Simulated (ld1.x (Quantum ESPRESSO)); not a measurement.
# oxygen (O) TM: all-electron and pseudo phase curves

ld1.x (Quantum ESPRESSO) 7.5 input, shortened:

```
&input
   title='O', zed=8., rel=1, dft='PBE', iswitch=3,
   config='[He] 2s2 2p4 3d-2'
 /
 &inputp
   pseudotype=2, tm=.true., lloc=1,
   nlcc=.true.
 /
3
2S  1  0   2.00   0.00  0.80  0.80  0.0
3D  3  2  -2.00   0.45  2.00  2.00  0.0
2P  2  1   4.00   0.00  1.42  1.42  0.0
 &test
   configts(1)='2s2 2p4'
 /
```

The phase is arctan(r·u′/u) with u = r·R(r), unwrapped; energies in Ry, scanned from -4 to 5 Ry. A pole is an energy at which the radial function vanishes at the test radius. The pseudo phase is shifted by a multiple of π to meet the all-electron one at the reference energy, and phase errors are pseudo minus all-electron; the curves can meet again beyond the range given. Levels narrower than the energy grid can be missing from the lists of poles.

Problem. For each channel, where are the poles, and over which energies does the pseudopotential scatter like the atom?

Solution.

```csv
channel,radius (bohr),reference energy (Ry),"poles, all-electron","poles, pseudo",unbroken range about the reference energy with phases within 0.05 rad,phase error 1 Ry above the reference energy (rad)
s,2.20,-1.76,-1.47,-1.47,below 1.6,+0.001
p,2.20,-0.66,-0.29,-0.29,below 1.7,+0.005
d,2.20,0.45,4.54,4.53,the whole range,+0.000
```

Phases in the d channel:

| E (Ry) | all-electron | pseudo |
| --- | --- | --- |
| -4.00 | 1.366 | 1.366 |
| -3.52 | 1.356 | 1.356 |
| -3.04 | 1.343 | 1.343 |
| -2.56 | 1.329 | 1.329 |
| -2.08 | 1.311 | 1.311 |
| -1.60 | 1.290 | 1.290 |
| -1.12 | 1.262 | 1.262 |
| -0.64 | 1.225 | 1.225 |
| -0.16 | 1.173 | 1.173 |
| 0.32 | 1.095 | 1.095 |
| 0.80 | 0.963 | 0.963 |
| 1.28 | 0.702 | 0.702 |
| 1.76 | 0.124 | 0.124 |
| 2.24 | -0.676 | -0.675 |
| 2.72 | -1.124 | -1.124 |
| 3.20 | -1.332 | -1.332 |
| 3.68 | -1.447 | -1.448 |
| 4.16 | -1.523 | -1.524 |
| 4.64 | -1.581 | -1.584 |
